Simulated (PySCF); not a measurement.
A side-by-side comparison of computed properties.

First species: C7H10FN3.
Numbering: `[F:1][c:2]1[cH:3][n:4][n:5][n:6]1[CH:7]1[CH2:8][CH2:9][CH2:10][CH2:11]1` (hydrogens: H12 on C3; H13 on C7; H14, H15 on C8; H16, H17 on C9; H18, H19 on C10; H20, H21 on C11)

Second species: C7H5ClNP.
Cartesian coordinates in Å at the GFN2-xTB level; atoms count from 1:
```xyz
15
C7H5ClNP angstrom
Cl     4.216    0.701   -0.117
C      2.510    0.708    0.038
N      1.850   -0.426   -0.324
C      0.498   -0.327   -0.167
C     -0.450   -1.307   -0.445
C     -1.778   -1.018   -0.220
C     -2.166    0.228    0.275
C     -1.234    1.201    0.553
C      0.119    0.936    0.335
P      1.528    2.002    0.605
H      2.322   -1.247   -0.672
H     -0.141   -2.268   -0.828
H     -2.529   -1.765   -0.430
H     -3.215    0.425    0.441
H     -1.534    2.165    0.936
```

Levels: PBE0/pcSseg-1 for HOMO energy, LUMO energy and HOMO–LUMO gap. Geometries: GFN2-xTB. All species are isolated and taken at one optimised geometry, non-relativistic unless stated; the electronic structure was computed with PySCF and density fitting.

```tsv
property	column X	column Y
HOMO energy	-7.54 eV	-6.21 eV
LUMO energy	0.04 eV	-1.15 eV
HOMO–LUMO gap	7.58 eV	5.06 eV
```

(1) Which column belongs to which species?

(2) How does each property change from the first species to the second?

Results:

(1) Column X is the first species and column Y the second. The first has 21 atoms and 82 electrons, the second 15 and 86.

(2) HOMO energy +1.33 eV; LUMO energy -1.19 eV; HOMO–LUMO gap -2.52 eV.

One conformer stands for the species.
